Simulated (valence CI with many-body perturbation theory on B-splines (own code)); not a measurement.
**Rb XXIII in brief**

Level of theory: configuration interaction combined with many-body perturbation theory (CI+MBPT): five valence electrons over a frozen Dirac-Fock core [Ne], a basis of 9 s, 9 p, 8 d, 6 f, 3 g, 1 h functions for each j, with the one-electron correlation potential Σ1, the two-electron term Σ2, the three-electron term Σ3, Breit, model QED; selected CI, second order for the rest, scaled by the run's own slope (own B-spline code, finite nucleus).

No measured levels were compared; by estimate levels of excited configurations hold to 0.05 to 0.15 % of their energy, terms of the ground configuration to about 0.5 %. Among the levels kept, up to 1700 cm⁻¹ of a level comes from second order outside the variational space, and about a tenth of that is noise between levels of different J, which matters for small intervals.

Names give the largest LS component (configuration and term), which can be under half, so a name can repeat, a term be missing and a line seem to break the LS rules; names also repeat where a configuration has a term twice.

Rates and lifetimes use the calculated energies. Strong lines usually hold to 10 to 20 %, long lifetimes can be off by a factor of two.

What is the ground level?

3s²3p³ ⁴S°_3/2, composition 63 % 3s²3p³ ⁴S° + 24 % 3s²3p³ ²P° + 10 % 3s²3p³ ²D°, g = 1.706.

Among levels below 1053200 cm⁻¹, which E1 lines absorb most strongly from the ground level?

to 3s²3p²3d ⁴P_5/2 at 10.63 nm, f = 0.343; to 3s²3p²3d ⁴P_3/2 at 10.48 nm, f = 0.190; to 3s²3p²3d ⁴P_1/2 at 10.41 nm, f = 0.138.

What are the static dipole polarisabilities of the lowest levels?

3s²3p³ ⁴S°_3/2 0.0702 (tensor 0.0024); 3s²3p³ ²D°_3/2 0.0715 (tensor 0.0044); 3s²3p³ ²D°_5/2 0.0717; 3s²3p³ ²P°_1/2 0.0705 bohr³, of which the core gives 0.00106.

Where does the other parity begin?

At 3s3p⁴ ⁴P_5/2, 544350 cm⁻¹.

Name the longest-lived excited levels whose lifetime is computed, and their main decay.

3s²3p³ ²D°_5/2 at 118690 cm⁻¹ lives 461 μs, mostly by M1 to 3s²3p³ ⁴S°_3/2; 3s²3p³ ²D°_3/2 at 86994 cm⁻¹ lives 85.9 μs, mostly by M1 to 3s²3p³ ⁴S°_3/2; 3s²3p²3d ²G_9/2 at 975090 cm⁻¹ lives 47.5 μs, mostly by M1 to 3s²3p²3d ⁴F_9/2. The lifetime of 3s²3p²3d ⁴F_9/2 is too uncertain to give, and may be longer.
